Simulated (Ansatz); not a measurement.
Br2FGa (`[F][Ga]([Br])[Br]`), relaxed with RKS PBE-D4/def2-SVP in Ansatz 0.2.0 from a rough embedded geometry. The force threshold is 0.03 eV/Å; the program also tests the step.

Charge 0, multiplicity 1.

Start:

```xyz
4

F    -1.417    0.540    0.797
Ga    0.189   -0.162   -0.077
Br   -0.535   -0.281   -2.129
Br    1.763   -0.097    1.408
```

| step | energy (eV) | largest force (eV/Å) | largest move (Å) |
| --- | --- | --- | --- |
| 1 | -195133.7125 | 3.192 | 0.000 |
| 2 | -195134.3497 | 1.455 | 0.199 |
| 3 | -195134.4675 | 1.133 | 0.194 |
| 4 | -195134.5079 | 0.095 | 0.052 |
| 5 (rejected) | -195134.5077 | 0.063 | 0.026 |
| 6 | -195134.5088 | 0.002 | 0.010 |

End:

```xyz
4

F    -1.508    0.551    0.921
Ga   -0.076    0.028    0.046
Br   -0.279   -0.385   -2.180
Br    1.862   -0.193    1.213
```

Hardware: 4 threads of an AMD EPYC 7R43 on a shared host. Wall time 7.5 s, peak host memory 0.19 GiB.
